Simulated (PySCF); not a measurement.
A GIAO shielding run with PySCF 2.14 (density fitting, non-relativistic, gas phase) on SMILES C=CC[C@@H]1[C@H]2CCCC[C@@H]12, C10H16:

```
{"job": {"kind": "nmr", "xc": "PBE0", "basis": "pcSseg-1"}, "charge": 0, "multiplicity": 1}
C     -3.984104     0.349522     0.829083
C     -2.900807     0.725972     0.176972
C     -2.073471    -0.171146    -0.690076
C     -0.651006    -0.244235    -0.173998
C      0.348805     0.820224    -0.535710
C      1.333331     1.317166     0.506137
C      2.615234     0.485679     0.521194
C      2.282612    -0.998681     0.619657
C      1.615119    -1.472358    -0.669553
C      0.482231    -0.568352    -1.102170
H     -4.362522    -0.658041     0.764191
H     -4.544364     1.027467     1.450656
H     -2.535593     1.741566     0.261321
H     -2.063145     0.224812    -1.709986
H     -2.512562    -1.171930    -0.716815
H     -0.585230    -0.641552     0.832106
H      0.002774     1.583535    -1.222997
H      0.870694     1.274477     1.496567
H      1.580839     2.361532     0.306660
H      3.180768     0.665013    -0.395950
H      3.236671     0.791299     1.365156
H      1.623794    -1.166071     1.473996
H      3.192706    -1.578777     0.785292
H      1.244384    -2.494081    -0.545585
H      2.365170    -1.490107    -1.465545
H      0.216624    -0.690318    -2.147331
```

Hardware: 1 thread of an x86-64 server CPU, shared host. The job also computes population analyses, field gradients.

Question: How large is the calculation?

Answer: 76 electrons, 250 basis functions and 1286 auxiliary functions.

Question: How long does it take?

Answer: 55 s of wall time, with 13 SCF cycles and 4 response iterations. Times on a shared host scatter by some tens of per cent.
